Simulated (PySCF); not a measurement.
C6H7, doublet (typed; the unrestricted solution is spin-contaminated), geometry from GFN2-xTB. Base run: PySCF with HF/STO-3G.

The PySCF input:
```python
from pyscf import gto, scf

mol = gto.M(
    atom='''
C    -0.779652   -1.146861    0.062529
C     0.559104   -1.284788    0.224908
C     1.421463   -0.178137    0.176467
C     0.891817    1.102959   -0.044784
C    -0.438764    1.299552   -0.213789
C    -1.418846    0.177810   -0.176143
H    -1.435288   -2.004379    0.101425
H     0.979805   -2.266194    0.396018
H     2.482961   -0.311164    0.308247
H     1.566885    1.947044   -0.079860
H    -0.837021    2.289145   -0.383521
H    -2.176997    0.371255    0.601233
H    -1.991070    0.151087   -1.118677
''',
    basis='sto-3g',
    charge=0,
    spin=1,
    verbose=4,
)

mf = scf.UHF(mol)
mf.kernel()
mo_i, mo_e, stable_i, stable_e = mf.stability(internal=True, external=True, return_status=True, nroots=6, tol=1e-6)
print('internally stable:', stable_i, ' externally stable:', stable_e)
if not stable_i:
    umf = mf.copy()
    umf.scf_summary = {}
    umf.kernel(umf.make_rdm1(mo_i, mf.mo_occ))
mf.analyze()
```

The bond that is stretched is that between atoms 8 and 2. A test that says stable can miss a lower solution.

Each row names what was changed in the base input (with any setting that the change needs).

```
change       ΔE vs base (eV)  <S^2>   stability test says
-----------  ---------------  -----  --------------------
base                    0.00  1.379                stable
bond × 1.25             1.14  1.390                stable
bond × 1.5              3.07  1.688                stable
bond × 1.8              5.94  1.366  internal instability
bond × 2.2              4.96  2.460  external instability
bond × 3.0              4.76  2.459  external instability
```

On stretching, the SCF can end on different states; <S^2> shows the spin contamination of each.
